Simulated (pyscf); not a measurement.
`[Cl][GeH3]` + `[GeH2]` [singlet] → `[GeH4]` + `[Cl][GeH]` [singlet] (four-centre exchange; singlet surface; Cl–Ge, Ge–H broken, Ge–H, Cl–Ge formed). Structures and frequencies: ωB97X-D3(BJ)/def2-SVP in PySCF. MP2 and CC: frozen core, UHF for open shells. ΔMP2 is the change of the MP2 total energy from the triple- to the quadruple-zeta basis. Energies in eV from the separated reactants.

```tsv
level	barrier	reaction energy
PBE/def2-TZVP	-0.20	-0.69
r²SCAN/def2-TZVP	-0.17	-0.66
B3LYP-D3(BJ)/def2-TZVP	-0.01	-0.65
HF/def2-TZVP	0.84	-0.47
MP2/def2-QZVPP	0.00	-0.61
CCSD/def2-TZVPP	[?]	-0.53
CCSD(T)/def2-TZVPP + ΔMP2(QZVPP)	[?]	[?]
```

### Question
Some entries are withheld; supply them.

### Answer

- CCSD/def2-TZVPP, barrier: 0.25
- CCSD(T)/def2-TZVPP + ΔMP2(QZVPP), barrier: 0.08
- CCSD(T)/def2-TZVPP + ΔMP2(QZVPP), reaction energy: -0.59

On the reactant side the descent ends in an adduct with a Cl–Ge contact, 0.59 eV under the separated species and 0.48 eV under the saddle at ωB97X-D3(BJ)/def2-TZVP. On the product side the descent ends in a bound adduct, 0.35 eV under the separated species and 0.84 eV under the saddle at ωB97X-D3(BJ)/def2-TZVP. At PBE, r²SCAN, B3LYP-D3(BJ) the saddle lies under the separated reactants, which points to a path from their complex (located at ωB97X-D3(BJ) alone). What is counted as formed (Cl–Ge) is already present as a longer contact in the reactant adduct; forming that adduct is a step of its own. At ωB97X-D3(BJ)/def2-TZVP the barrier from the zero used here is -0.11 eV. This is the saddle that the search found; another between the same sides may lie lower. The CCSD(T) − MP2 part came from Ansatz, without density fitting, on the same reference. The frozen core leaves the outer d or s,p core shells of the metals and heavy elements correlated in the MP2 and CC values, and def2-TZVPP describes them poorly, which can shift differences by a few kcal/mol. Elements up to Kr have no core potential and no relativistic terms here.
